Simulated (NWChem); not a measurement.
System: YCl₃; SMILES [Cl][Y]([Cl])[Cl]

Output (shortened):

```
             Northwest Computational Chemistry Package (NWChem) 7.3.0
             --------------------------------------------------------

                             Geometry "geometry" -> ""
                             -------------------------

 Output coordinates in angstroms (scale by  1.889725989 to convert to a.u.)

  No.       Tag          Charge          X              Y              Z
 ---- ---------------- ---------- -------------- -------------- --------------
    1 Y                   39.0000     0.06690900     0.19582700     0.12529400
    2 Cl                  17.0000     2.38926500    -0.20310200    -0.49778400
    3 Cl                  17.0000    -0.83539100    -0.78913000     2.16406500
    4 Cl                  17.0000    -1.35278400     1.58306200    -1.28907300

 Effective nuclear repulsion energy (a.u.)     540.5141777303

                                 NWChem DFT Module
                                 -----------------

 Summary of "ao basis" -> "ao basis" (spherical)
 ------------------------------------------------------------------------------
       Tag                 Description            Shells   Functions and Types
 ---------------- ------------------------------  ------  ---------------------
 Y                          def2-svp                11       31   5s3p2d1f
 Cl                         def2-svp                 8       18   4s3p1d

            General Information
            -------------------
          SCF calculation type: DFT
          Wavefunction type:  closed shell.
          No. of atoms     :     4
          No. of electrons :    62
           Alpha electrons :    31
            Beta electrons :    31
          Charge           :     0
          Spin multiplicity:     1
          Use of symmetry is: off; symmetry adaption is: off
          Maximum number of iterations: 150
          AO basis - number of functions:    85
                     number of shells:    35
          Convergence on energy requested:  1.00D-06
          Convergence on density requested:  1.00D-05
          Convergence on gradient requested:  5.00D-04

              XC Information
              --------------
                     Hartree-Fock (Exact) Exchange  1.000
                   CAM-Becke88 Exchange Functional  1.000
                      VWN V Correlation Functional  0.190 local
              Lee-Yang-Parr Correlation Functional  0.810

           Range-Separation Parameters
           ---------------------------
           Alpha           :  0.19
           Beta            :  0.46
           Gamma           :  0.33
           Short-Range HF  :     F

             Grid Information
             ----------------
          Grid used for XC integration:  medium
          Radial quadrature: Mura-Knowles
          Angular quadrature: Lebedev.
          Tag              B.-S. Rad. Rad. Pts. Rad. Cut. Ang. Pts.
          ---              ---------- --------- --------- ---------
          Y                   1.80      123          10.0       590
          Cl                  1.00       88          10.0       590
          Grid pruning is: on
          Number of quadrature shells:   387
          Spatial weights used:  Erf1

      Superposition of Atomic Density Guess
      -------------------------------------

 Sum of atomic energies:       -1421.62803306

      Non-variational initial energy
      ------------------------------

 Total energy =   -1415.974354
 1-e energy   =   -2426.433251
 2-e energy   =     779.980787
 HOMO         =      -0.456417
 LUMO         =      -0.076686

   convergence    iter        energy       DeltaE   RMS-Dens  Diis-err
 ---------------- ----- ----------------- --------- --------- ---------
 d= 0,ls=0.0,diis     1  -1418.6474327653 -1.65D+03  1.99D-02  7.14D-01
 d= 0,ls=0.0,diis     2  -1418.6326615986  1.48D-02  1.07D-02  8.74D-01
 d= 0,ls=0.0,diis     3  -1418.7615100362 -1.29D-01  9.64D-04  6.22D-03
 d= 0,ls=0.0,diis     4  -1418.7627976870 -1.29D-03  2.10D-04  8.47D-05
 d= 0,ls=0.0,diis     5  -1418.7628225418 -2.49D-05  6.20D-05  6.36D-06
  Resetting Diis
 d= 0,ls=0.0,diis     6  -1418.7628245375 -2.00D-06  1.67D-05  2.72D-07
 d= 0,ls=0.0,diis     7  -1418.7628246926 -1.55D-07  2.83D-06  2.55D-08

         Total DFT energy =    -1418.762824692640
      One electron energy =    -2430.073529504935
           Coulomb energy =      870.773846344034
    Exchange-Corr. energy =      -89.941251720685
 Nuclear repulsion energy =      230.478110188945

 Numeric. integr. density =       62.000000071531

                       DFT Final Molecular Orbital Analysis
                       ------------------------------------

 Vector   29  Occ=2.000000D+00  E=-3.898535D-01
              MO Center=  2.5D-01, -1.0D-01,  5.0D-01, r^2= 6.6D+00
   Bfn.  Coefficient  Atom+Function         Bfn.  Coefficient  Atom+Function
  ----- ------------  ---------------      ----- ------------  ---------------
    60      0.370879  3 Cl px                44      0.304860  2 Cl pz
    57      0.290526  3 Cl px                41      0.238133  2 Cl pz
    80     -0.195213  4 Cl pz                54      0.168403  3 Cl px
    79      0.166104  4 Cl py                43     -0.151845  2 Cl py
     6     -0.147214  1 Y  px                77     -0.144920  4 Cl pz

 Vector   30  Occ=2.000000D+00  E=-3.897160D-01
              MO Center=  6.8D-02,  2.0D-01,  1.3D-01, r^2= 6.9D+00
   Bfn.  Coefficient  Atom+Function         Bfn.  Coefficient  Atom+Function
  ----- ------------  ---------------      ----- ------------  ---------------
    43      0.289704  2 Cl py                61      0.289988  3 Cl py
    79      0.289153  4 Cl py                40      0.214682  2 Cl py
    58      0.214897  3 Cl py                76      0.214272  4 Cl py
    44      0.184152  2 Cl pz                62      0.184004  3 Cl pz
    80      0.184058  4 Cl pz                41      0.136462  2 Cl pz

 Vector   31  Occ=2.000000D+00  E=-3.788625D-01
              MO Center=  6.6D-02,  2.0D-01,  1.3D-01, r^2= 6.9D+00
   Bfn.  Coefficient  Atom+Function         Bfn.  Coefficient  Atom+Function
  ----- ------------  ---------------      ----- ------------  ---------------
    60     -0.334563  3 Cl px                44      0.308605  2 Cl pz
    78      0.288348  4 Cl px                57     -0.242998  3 Cl px
    80     -0.237996  4 Cl pz                41      0.224138  2 Cl pz
    43     -0.212075  2 Cl py                75      0.209426  4 Cl px
    77     -0.172857  4 Cl pz                61      0.159808  3 Cl py

 Vector   32  Occ=0.000000D+00  E=-7.752827D-02
              MO Center=  6.6D-02,  1.9D-01,  1.2D-01, r^2= 4.3D+00
   Bfn.  Coefficient  Atom+Function         Bfn.  Coefficient  Atom+Function
  ----- ------------  ---------------      ----- ------------  ---------------
     5      0.438096  1 Y  s                 16      0.420143  1 Y  d -1
     4      0.403960  1 Y  s                 19     -0.291679  1 Y  d  2
     2     -0.270483  1 Y  s                 15      0.226669  1 Y  d -2
     3     -0.216625  1 Y  s                 21      0.165334  1 Y  d -1
     1      0.155969  1 Y  s                 18     -0.144128  1 Y  d  1

 Vector   33  Occ=0.000000D+00  E=-1.808487D-02
              MO Center=  8.9D-03,  2.4D-01,  8.1D-02, r^2= 2.7D+00
   Bfn.  Coefficient  Atom+Function         Bfn.  Coefficient  Atom+Function
  ----- ------------  ---------------      ----- ------------  ---------------
    19      0.537243  1 Y  d  2              17      0.478333  1 Y  d  0
    18     -0.391073  1 Y  d  1              15      0.241170  1 Y  d -2
    79      0.226427  4 Cl py                16      0.175982  1 Y  d -1
    24      0.158167  1 Y  d  2              80      0.144249  4 Cl pz
    22      0.140804  1 Y  d  0              61     -0.124439  3 Cl py

 Vector   34  Occ=0.000000D+00  E=-1.806901D-02
              MO Center=  1.2D-01,  1.5D-01,  1.7D-01, r^2= 2.7D+00
   Bfn.  Coefficient  Atom+Function         Bfn.  Coefficient  Atom+Function
  ----- ------------  ---------------      ----- ------------  ---------------
    15      0.587738  1 Y  d -2              17     -0.464179  1 Y  d  0
    16     -0.373872  1 Y  d -1              18     -0.212485  1 Y  d  1
    43     -0.202718  2 Cl py                61      0.190046  3 Cl py
    20      0.172894  1 Y  d -2              22     -0.136682  1 Y  d  0
    44     -0.128899  2 Cl pz                62      0.120468  3 Cl pz

     Multipole analysis of the density
     ---------------------------------

     L   x y z        total         alpha         beta         nuclear
     -   - - -        -----         -----         ----         -------
     0   0 0 0      0.000000    -31.000000    -31.000000     62.000000

     1   1 0 0     -0.000495     -3.925708     -3.925708      7.850921
     1   0 1 0     -0.002923    -11.527096    -11.527096     23.051269
     1   0 0 1     -0.001431     -7.361926     -7.361926     14.722421

     2   2 0 0    -52.201754   -276.199604   -276.199604    500.197455
     2   1 1 0      2.904177     60.918556     60.918556   -118.932934
     2   1 0 1      1.849928     38.804279     38.804279    -75.758631
     2   0 2 0    -44.723239   -119.339017   -119.339017    193.954795
     2   0 1 1      5.384603    112.921018    112.921018   -220.457432
     2   0 0 2    -49.774559   -225.309991   -225.309991    400.845423

                                 NWChem DFT Module
                                 -----------------

            General Information
            -------------------
          SCF calculation type: DFT
          Wavefunction type:  spin polarized.
          No. of atoms     :     4
          No. of electrons :    61
           Alpha electrons :    31
            Beta electrons :    30
          Charge           :     1
          Spin multiplicity:     2
          Use of symmetry is: off; symmetry adaption is: off
          Maximum number of iterations: 150
          This is a Direct SCF calculation.
          AO basis - number of functions:    85
                     number of shells:    35
          Convergence on energy requested:  1.00D-06
          Convergence on density requested:  1.00D-05
          Convergence on gradient requested:  5.00D-04

              XC Information
              --------------
                     Hartree-Fock (Exact) Exchange  1.000
                   CAM-Becke88 Exchange Functional  1.000
                      VWN V Correlation Functional  0.190 local
              Lee-Yang-Parr Correlation Functional  0.810

           Range-Separation Parameters
           ---------------------------
           Alpha           :  0.19
           Beta            :  0.46
           Gamma           :  0.33
           Short-Range HF  :     F

             Grid Information
             ----------------
          Grid used for XC integration:  medium
          Radial quadrature: Mura-Knowles
          Angular quadrature: Lebedev.
          Tag              B.-S. Rad. Rad. Pts. Rad. Cut. Ang. Pts.
          ---              ---------- --------- --------- ---------
          Y                   1.80      123          10.0       590
          Cl                  1.00       88          10.0       590
          Grid pruning is: on
          Number of quadrature shells:   387
          Spatial weights used:  Erf1

      Superposition of Atomic Density Guess
      -------------------------------------

 Sum of atomic energies:       -1421.62803306

 Renormalizing density from      62.00 to     61

      Non-variational initial energy
      ------------------------------

 Total energy =   -1401.796096
 1-e energy   =   -2387.297231
 2-e energy   =     755.023026
 HOMO         =      -0.720155
 LUMO         =      -0.272347

   convergence    iter        energy       DeltaE   RMS-Dens  Diis-err
 ---------------- ----- ----------------- --------- --------- ---------
 d= 0,ls=0.0,diis     1  -1418.1732286151 -1.65D+03  1.13D-02  4.03D-01
                                                     1.20D-02  4.23D-01
 d= 0,ls=0.0,diis     2  -1418.1476181207  2.56D-02  7.05D-03  3.59D-01
                                                     7.15D-03  3.36D-01
 d= 0,ls=0.0,diis     3  -1418.3391183421 -1.92D-01  1.15D-03  9.03D-03
                                                     1.28D-03  9.88D-03
 d= 0,ls=0.0,diis     4  -1418.3458524779 -6.73D-03  1.36D-04  1.42D-04
                                                     1.42D-04  1.27D-04
 d= 0,ls=0.0,diis     5  -1418.3459498092 -9.73D-05  5.99D-05  1.09D-05
                                                     6.85D-05  6.31D-06
  Resetting Diis
 d= 0,ls=0.0,diis     6  -1418.3459586982 -8.89D-06  2.39D-05  5.02D-06
                                                     3.82D-05  4.66D-06
 d= 0,ls=0.0,diis     7  -1418.3459621048 -3.41D-06  1.59D-05  6.36D-07
                                                     2.79D-05  6.46D-07
 d= 0,ls=0.0,diis     8  -1418.3459618863  2.19D-07  9.27D-06  1.55D-06
                                                     1.64D-05  1.50D-06
 d= 0,ls=0.0,diis     9  -1418.3459628579 -9.72D-07  3.88D-06  1.60D-08
                                                     5.66D-06  2.05D-08

         Total DFT energy =    -1418.345962857898
      One electron energy =    -2416.395795462515
           Coulomb energy =      857.125009509783
    Exchange-Corr. energy =      -89.553287094111
 Nuclear repulsion energy =      230.478110188945

 Numeric. integr. density =       61.000000060146

                    DFT Final Alpha Molecular Orbital Analysis
                    ------------------------------------------

 Vector   29  Occ=1.000000D+00  E=-6.075702D-01
              MO Center=  4.5D-01, -4.6D-01,  9.6D-01, r^2= 5.3D+00
   Bfn.  Coefficient  Atom+Function         Bfn.  Coefficient  Atom+Function
  ----- ------------  ---------------      ----- ------------  ---------------
    61      0.360568  3 Cl py                43     -0.304594  2 Cl py
    58      0.291936  3 Cl py                40     -0.246644  2 Cl py
    62      0.229857  3 Cl pz                44     -0.194059  2 Cl pz
    59      0.186100  3 Cl pz                55      0.167074  3 Cl py
    41     -0.157143  2 Cl pz                37     -0.141154  2 Cl py

 Vector   30  Occ=1.000000D+00  E=-6.074890D-01
              MO Center= -3.1D-01,  8.4D-01, -6.9D-01, r^2= 5.3D+00
   Bfn.  Coefficient  Atom+Function         Bfn.  Coefficient  Atom+Function
  ----- ------------  ---------------      ----- ------------  ---------------
    79      0.382945  4 Cl py                76      0.310084  4 Cl py
    80      0.242807  4 Cl pz                43     -0.241186  2 Cl py
    77      0.196614  4 Cl pz                40     -0.195248  2 Cl py
    73      0.177463  4 Cl py                44     -0.152555  2 Cl pz
    61     -0.147255  3 Cl py                78      0.130974  4 Cl px

 Vector   31  Occ=1.000000D+00  E=-5.999843D-01
              MO Center=  6.0D-02,  2.1D-01,  1.1D-01, r^2= 6.8D+00
   Bfn.  Coefficient  Atom+Function         Bfn.  Coefficient  Atom+Function
  ----- ------------  ---------------      ----- ------------  ---------------
    79      0.289287  4 Cl py                43      0.286429  2 Cl py
    61      0.285015  3 Cl py                76      0.228118  4 Cl py
    40      0.225805  2 Cl py                58      0.224664  3 Cl py
    80      0.184125  4 Cl pz                44      0.182094  2 Cl pz
    62      0.180853  3 Cl pz                77      0.145193  4 Cl pz

[...]
```

Level: CAM-B3LYP/def2-SVP with def2 effective core potentials on Y, vertical spin-unrestricted ions. Structure relaxed at the PBE0/def2-SVP level. Not confirmed as a minimum by frequencies. def2 effective core potentials on Y; no spin-orbit coupling.

### Question
Write an input that gives this output.

### Answer
This is not unique; one that fits is the input that was run:
```
start job
memory heap 200 mb stack 900 mb global 1100 mb
geometry units angstroms noautosym nocenter noautoz
  Y      0.066909     0.195827     0.125294
  Cl     2.389265    -0.203102    -0.497784
  Cl    -0.835391    -0.789130     2.164065
  Cl    -1.352784     1.583062    -1.289073
end
basis spherical
  * library def2-svp
end
ecp
  Y library def2-ecp
end
dft
  xc xcamb88 1.00 lyp 0.81 vwn_5 0.19 hfexch 1.00
  cam 0.33 cam_alpha 0.19 cam_beta 0.46
  iterations 150
  vectors input atomic output neutral.movecs
end
task dft energy
charge 1
dft
  odft
  mult 2
  vectors input atomic output cation.movecs
end
task dft energy
```
